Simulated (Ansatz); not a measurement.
Job for Ansatz (a program for electronic structure): R-CCSD(T)/def2-SVP on CH4SSn (SMILES [CH3][Sn][SH]), a point of a torsion scan. Elements past Kr take the def2 small-core potentials; no spin–orbit coupling. The run froze 15 orbitals, filled d shells among them.

Ansatz 0.2 input:
```yaml
crystal:
  periodic: [false, false, false]
  atoms:
    - {symbol: C, position_ang: [-1.19972948, 0.01271808, -0.00700139]}
    - {symbol: Sn, position_ang: [0.45194189, 1.55589656, 0.16302959]}
    - {symbol: S, position_ang: [-0.64027337, 3.29786044, -1.15626358]}
    - {symbol: H, position_ang: [-0.82237935, -0.89246726, -0.48875332]}
    - {symbol: H, position_ang: [-2.07413179, 0.34102608, -0.56976070]}
    - {symbol: H, position_ang: [-1.54363257, -0.28489765, 0.98645920]}
    - {symbol: H, position_ang: [-1.76383280, 2.67456433, -1.46005832]}
basis:
  gaussian:
    orbitals: def2-SVP
magnetization: {spin_polarized: false}
correlation: {method: ccsd_t, electrons: outside_noble_gas}
scf: {lower_state_search: off}
```

Program output:

```
WARN ansatz: RAYON_NUM_THREADS=1 ignored (pool sized by the plan → 1); use --threads N
Functional definition: HF
these checks for a lower state are left out or cut short: stability, starts, cluster_reference, orbital_swaps, neighbouring_geometries, increment
integrals: 0.07 GiB planned
858 factors; integrals over basis functions are off by at most 1.3e-3 eV
mean field: 0.16 GiB planned
mean field evaluation 1: about -17710.7412 eV, gradient 2.6e1 eV
mean field evaluation 2: about -17710.7492 eV, gradient 2.6e1 eV
mean field evaluation 4: about -17712.9826 eV, gradient 2.3e0 eV
mean field evaluation 8: about -17713.0220 eV, gradient 5.0e-4 eV
mean field -17713.02195777 eV, -650.9415506307 hartree, gradient 5.7e-6 eV, S^2 0.000000; 0 other end points of the search recorded, 0 dependent functions left out
15 core orbitals not correlated
reference -17713.02195777 eV, -650.9415506307 hartree; 9, 9 occupied and 54, 54 virtual orbitals, 858 factors
second order -9.39345773 eV of doubles, -0.00000000 eV of singles
coupled cluster: 0.17 GiB planned
cycle   1  -10.20242691 eV  change   -8.1e-1 eV  update   8.7e-2
cycle   2  -10.53502273 eV  change   -3.3e-1 eV  update   3.0e-2
cycle   3  -10.59773051 eV  change   -6.3e-2 eV  update   1.5e-2
cycle   4  -10.59445736 eV  change    3.3e-3 eV  update   5.3e-3
cycle   5  -10.59313418 eV  change    1.3e-3 eV  update   2.5e-3
cycle   6  -10.59285453 eV  change    2.8e-4 eV  update   9.0e-4
cycle   7  -10.59285394 eV  change    6.0e-7 eV  update   2.9e-4
cycle   8  -10.59291120 eV  change   -5.7e-5 eV  update   9.8e-5
cycle   9  -10.59289932 eV  change    1.2e-5 eV  update   3.5e-5
cycle  10  -10.59289578 eV  change    3.5e-6 eV  update   1.2e-5
perturbative correction -0.33249723 eV, -0.0122190479 hartree
Total energy: -17723.94735079 eV, -651.3430514185 hartree
Checks for a lower state left out: stability, starts, cluster_reference, orbital_swaps, neighbouring_geometries, increment
```

The calculation finished and met its thresholds.

Cost: roughly 2.2 core-seconds.
